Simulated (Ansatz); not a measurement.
Isolated molecules relaxed with PBE0-D4/def2-TZVP in Ansatz; ΔE leaves out vibrations. CBS: MP2 limit from def2 TZ/QZ plus the TZ coupled-cluster correction, frozen cores. This one scheme is used for every species. DFT in def2-TZVPP. One conformer a species, not always the lowest.

Consider the ligand exchange at the Si–O bond: `OCO[SiH2]O` + `N=C(N)S` → `N=C(S)N[SiH2]O` + `OCO`.

```csv
species,PBE0-D4 energy (Eh)
`OCO[SiH2]O`,-556.68649
`N=C(N)S`,-547.97356
`N=C(S)N[SiH2]O`,-913.81080
`OCO`,-190.83087
```

(1) Work out ΔE.

Largest T1 diagnostic among the species: 0.014.

Results:

(1) ΔE = (-913.81080) + (-190.83087) − (-556.68649) − (-547.97356) = 0.01838 Eh = +11.5 kcal/mol. CCSD(T)/CBS gives +12.1 kcal/mol.

The D4 term adds −0.7 kcal/mol with B3LYP and −0.5 kcal/mol with PBE0; it sums over pairs of atoms, weighted by their polarisabilities, and B3LYP, whose exchange is more repulsive, gets the larger term. In def2-TZVPP, CCSD(T) changes the Hartree–Fock value by −1.7 kcal/mol (the triples alone add −0.2 kcal/mol) and MP2 by −1.9 kcal/mol.

B3LYP here is the variant with VWN-RPA as its local correlation; programs differ in this.
